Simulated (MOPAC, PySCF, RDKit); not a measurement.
Complex: H2O (SMILES O) (first 3 atoms) with HCl (SMILES Cl); geometry from B3LYP-D3(BJ)/def2-TZVP, rigid monomers moved along the line of their centres of mass till O1···H5 is 1.66 Å.
(charge 0, multiplicity 1):
```xyz
5

O      0.04093     0.33230     0.25285
H      0.79409     0.84828    -0.05585
H      0.18621    -0.56719    -0.06112
Cl    -0.28933     0.46353     3.19351
H     -0.18819     0.42458     1.89376
```

Monomers are frozen at their geometry in the pair; levels with a basis set take the counterpoise correction. Rows marked so take none. RDKit's UFF carries no charges.

Rows in 3-21G, 6-31G* carry no dispersion term and start afresh at each structure (6-31G* with six Cartesian d functions). The state that PM7 reach isn't checked; PM7 holds dispersion and hydrogen-bond terms.

Run with MOPAC for PM7 (differences of heats of formation); PySCF for 3-21G rows, 6-31G* rows; RDKit for the force fields. 

Task: One of these levels gives 5289.0 meV for the interaction energy. Name it.
A. HF/6-31G* (no counterpoise)
B. B3LYP/3-21G (no counterpoise)
C. UFF
D. PM7

Result: C, UFF. The others give -222.2 (PM7), -202.3 (HF/6-31G* (no counterpoise)), -796.7 (B3LYP/3-21G (no counterpoise))
